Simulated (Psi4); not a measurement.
thallium atom (Tl), doublet (core potentials on Tl); B97M-V/def2-TZVP (Psi4 1.11).

Here is a job for Psi4.
```
memory 2 GB

molecule {
0 2
  Tl    0.00000000    0.00000000    0.00000000
}

set basis def2-tzvp
set reference uks

energy('b97m-v')
print_variables()
```

Task: Predict the main parts of the log of this Psi4 run.

Result: 
```
   => Loading Basis Set <=

    Name: DEF2-TZVP
    Role: ORBITAL
    Keyword: BASIS

    !!!  WARNING: ECP capability is in beta. Please check occupations closely.  !!!

         ---------------------------------------------------------
                                   SCF
               by Justin Turney, Rob Parrish, Andy Simmonett
                          and Daniel G. A. Smith
                              UKS Reference
         ---------------------------------------------------------

  ==> Geometry <==

    Molecular point group: d2h
    Geometry (in Angstrom), charge = 0, multiplicity = 2:

       Center              X                  Y                   Z               Mass
    ------------   -----------------  -----------------  -----------------  -----------------
         TL           0.000000000000     0.000000000000     0.000000000000   204.974427800000

  Running in d2h symmetry.

  Rotational constants: A = ************  B = ************  C = ************ [cm^-1]
  Rotational constants: A = ************  B = ************  C = ************ [MHz]
  Nuclear repulsion =    0.000000000000000

  Charge       = 0
  Multiplicity = 2
  Electrons    = 21
  Nalpha       = 11
  Nbeta        = 10

  ==> Algorithm <==

  SCF Algorithm Type is DF.
  DIIS enabled.
  MOM disabled.
  Fractional occupation disabled.
  Guess Type is CORE.
  Energy threshold   = 1.00e-06
  Density threshold  = 1.00e-06
  Integral threshold = 1.00e-12

  ==> Primary Basis <==

  Basis Set: DEF2-TZVP
    Blend: DEF2-TZVP
    Number of shells: 16
    Number of basis functions: 50
    Number of Cartesian functions: 59
    Spherical Harmonics?: true
    Max angular momentum: 3

  Core potential: DEF2-TZVP
    Number of shells: 4
    Number of ECP primitives: 26
    Number of ECP core electrons: 60
    Max angular momentum: 3

  ==> DFT Potential <==

   => LibXC <=

    Version 7.1.2
    S. Lehtola, C. Steigemann, M. J. T. Oliveira, and M. A. L. Marques,  SoftwareX 7, 1–5 (2018) (10.1016/j.softx.2017.11.002)

   => Composite Functional: B97M-V <=

    B97M-V GGA Exchange-Correlation Functional

    N. Mardirossian and M. Head-Gordon,  J. Chem. Phys. 142, 074111 (2015) (10.1063/1.4907719)

    Deriv               =              1
    GGA                 =           TRUE
    Meta                =           TRUE

    Exchange Hybrid     =          FALSE
    MP2 Hybrid          =          FALSE

   => Exchange-Correlation Functionals <=

    1.0000   B97M-V exchange-correlation functional

   => LibXC Density Thresholds  <==

    XC_MGGA_XC_B97M_V:  1.00E-15

   => VV10 Non-Local Parameters <=

    VV10 B              =     6.0000E+00
    VV10 C              =     1.0000E-02

   => Molecular Quadrature <=

    Radial Scheme          =       TREUTLER
    Pruning Scheme         =           NONE
    Nuclear Scheme         =       TREUTLER

    Blocking Scheme        =         OCTREE
    BS radius alpha        =              1
    Pruning alpha          =              1
    Radial Points          =             75
    Spherical Points       =            302
    Total Points           =          20536
    Total Blocks           =            232
    Max Points             =            256
    Max Functions          =             50
    Weights Tolerance      =       1.00E-15

   => Loading Basis Set <=

    Name: (DEF2-TZVP AUX)
    Role: JKFIT
    Keyword: DF_BASIS_SCF

  ==> Integral Setup <==

  SCF_SUBTYPE=INCORE selected. In-core MEM_DF algorithm will be used.
  Using in-core AOs.

  ==> MemDFJK: Density-Fitted J/K Matrices <==

    J tasked:                   Yes
    K tasked:                    No
    wK tasked:                   No
    Algorithm:                 Core
    Schwarz Cutoff:           1E-12
    Mask sparsity (%):       0.0000
    Fitting Condition:        1E-10

   => Auxiliary Basis Set <=

  Basis Set: (DEF2-TZVP AUX)
    Blend: DEF2-UNIVERSAL-JKFIT
    Number of shells: 53
    Number of basis functions: 251
    Number of Cartesian functions: 361
    Spherical Harmonics?: true
    Max angular momentum: 6

  Minimum eigenvalue in the overlap matrix is 1.0796572402E-02.
  Reciprocal condition number of the overlap matrix is 3.1148937826E-03.
    Using symmetric orthogonalization.

  ==> Pre-Iterations <==

  SCF Guess: Core (One-Electron) Hamiltonian.

   -------------------------------------------------------
    Irrep   Nso     Nmo     Nalpha   Nbeta   Ndocc  Nsocc
   -------------------------------------------------------
     Ag        12      12       4       4       4       0
     B1g        3       3       1       1       1       0
     B2g        3       3       1       1       1       0
     B3g        3       3       1       1       1       0
     Au         2       2       0       0       0       0
     B1u        9       9       1       1       1       0
     B2u        9       9       1       1       1       0
     B3u        9       9       2       1       1       1
   -------------------------------------------------------
    Total      50      50      11      10      10       1
   -------------------------------------------------------

  ==> Iterations <==

                           Total Energy        Delta E     RMS |[F,P]|

    Occupation by irrep:
             Ag   B1g   B2g   B3g    Au   B1u   B2u   B3u
    DOCC [     3,    0,    0,    1,    0,    2,    2,    2 ]
    SOCC [     0,    1,    0,    0,    0,    0,    0,    0 ]
    NA   [     3,    1,    0,    1,    0,    2,    2,    2 ]
    NB   [     3,    0,    0,    1,    0,    2,    2,    2 ]

   @DF-UKS iter   1:  -163.47050191899163   -1.63471e+02   2.12829e-01 ADIIS
    Occupation by irrep:
             Ag   B1g   B2g   B3g    Au   B1u   B2u   B3u
    DOCC [     4,    1,    1,    1,    0,    1,    1,    1 ]
    SOCC [     0,    0,    0,    0,    0,    0,    0,    1 ]
    NA   [     4,    1,    1,    1,    0,    1,    1,    2 ]
    NB   [     4,    1,    1,    1,    0,    1,    1,    1 ]

   @DF-UKS iter   2:  -143.62005555651092    1.98504e+01   2.56423e-01 ADIIS
   @DF-UKS iter   3:  -172.39361847098070   -2.87736e+01   2.74564e-02 DIIS/ADIIS
   @DF-UKS iter   4:  -172.48754453710413   -9.39261e-02   2.74771e-03 DIIS/ADIIS
   @DF-UKS iter   5:  -172.49135734088227   -3.81280e-03   1.46001e-03 DIIS/ADIIS
   @DF-UKS iter   6:  -172.49198181189143   -6.24471e-04   4.12325e-05 DIIS
   @DF-UKS iter   7:  -172.49198299526600   -1.18337e-06   9.92162e-06 DIIS
   @DF-UKS iter   8:  -172.49198302738125   -3.21153e-08   1.42511e-06 DIIS
   @DF-UKS iter   9:  -172.49198302789844   -5.17190e-10   6.71540e-08 DIIS
  Energy and wave function converged.

  ==> Post-Iterations <==

   Electrons on quadrature grid:
      Nalpha   =   11.0000000000 ; deviation = 1.226e-13
      Nbeta    =   10.0000000000 ; deviation = 8.882e-14
      Ntotal   =   21.0000000000 ; deviation = 2.114e-13

   @Spin Contamination Metric:   7.885078584E-04
   @S^2 Expected:                7.500000000E-01
   @S^2 Observed:                7.507885079E-01
   @S   Expected:                5.000000000E-01
   @S   Observed:                5.000000000E-01

    Orbital Energies [Eh]
    ---------------------

    Alpha Occupied:

[...]
    Alpha Virtual:

[...]
    Beta Occupied:

[...]
       4Ag    -0.330551

    Beta Virtual:

[...]
      12Ag   129.347475

    Final Occupation by Irrep:
             Ag   B1g   B2g   B3g    Au   B1u   B2u   B3u
    DOCC [     4,    1,    1,    1,    0,    1,    1,    1 ]
    SOCC [     0,    0,    0,    0,    0,    0,    0,    1 ]
    NA   [     4,    1,    1,    1,    0,    1,    1,    2 ]
    NB   [     4,    1,    1,    1,    0,    1,    1,    1 ]

  @DF-UKS Final Energy:  -172.49198302789844

   => Energetics <=

    Nuclear Repulsion Energy =              0.0000000000000000
    One-Electron Energy =                -301.4426117200540602
    Two-Electron Energy =                 143.8809271622657207
    DFT Exchange-Correlation Energy =     -15.0116956419846890
    Empirical Dispersion Energy =           0.0000000000000000
    VV10 Nonlocal Energy =                  0.0813971718745984
    Total Energy =                       -172.4919830278984421

  UHF NO Occupations:
  HONO-2 :    1B2g 1.9999722
  HONO-1 :    4 Ag 1.9996707
  HONO-0 :    2B3u 1.0000000
  LUNO+0 :    5 Ag 0.0003293
  LUNO+1 :    2B2g 0.0000278
  LUNO+2 :    2B1g 0.0000278
  LUNO+3 :    6 Ag 0.0000035

Computation Completed

Properties will be evaluated at   0.000000,   0.000000,   0.000000 [a0]

Properties computed using the SCF density matrix

 Multipole Moments:

 ------------------------------------------------------------------------------------
     Multipole            Electronic (a.u.)      Nuclear  (a.u.)        Total (a.u.)
 ------------------------------------------------------------------------------------

 L = 1.  Multiply by 2.5417464519 to convert [e a0] to [Debye]
 Dipole X            :          0.0000000            0.0000000            0.0000000
 Dipole Y            :          0.0000000            0.0000000            0.0000000
 Dipole Z            :          0.0000000            0.0000000            0.0000000
 Magnitude           :                                                    0.0000000

 ------------------------------------------------------------------------------------

  Variable Map:
  ----------------------------------------------------------------------------
[...]
  Array Variable Map:
  ----------------------------------------------------------------------------
[...]
[...]
```
